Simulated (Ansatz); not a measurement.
Gas-phase electronic energies from Ansatz, PBE0-D4/def2-TZVP geometries. CCSD(T)/CBS adds triple-zeta CCSD(T) − MP2 to the extrapolated MP2 energy (def2 sets, frozen cores). This one scheme is used for every species. Functionals use def2-TZVPP. B3LYP here is the variant with VWN-RPA as its local correlation; programs differ in this. For Ge outer-core shells are correlated without core-valence functions, which leaves a few kJ/mol of doubt a bond. Scalar relativity is left out up to krypton. Each species was taken in one conformer, which may not be the lowest.

`F[SiH](Cl)[NH][GeH2][Cl]` + `N=C=O` → `O=C=N[SiH](F)Cl` + `[NH2][GeH2][Cl]`  (ligand exchange at the Si–N bond)

```csv
level,ΔE (eV)
r2SCAN,-0.27
B3LYP,-0.34
MP2/def2-TZVPP,-0.24
SCS-MP2/def2-TZVPP,-0.26
CCSD/def2-TZVPP,-0.25
HF/def2-QZVPP,-0.40
HF/CBS(def2),-0.40
CCSD/CBS(def2),-0.25
```

Task: What does CCSD(T)/CBS give? (Best estimate.)

Result: Computed: -0.23 eV. The listed levels differ from it by -0.04, -0.11, -0.01, -0.03, -0.02, -0.17, -0.17, -0.02 eV.

Largest T1 diagnostic among the species: 0.018.

The D4 term adds +0.09 eV with B3LYP and +0.05 eV with PBE0; it sums over pairs of atoms, weighted by their polarisabilities, and B3LYP, whose exchange is more repulsive, gets the larger term. In def2-TZVPP, CCSD(T) changes the Hartree–Fock value by +0.17 eV (the triples alone add +0.02 eV) and MP2 by +0.16 eV.
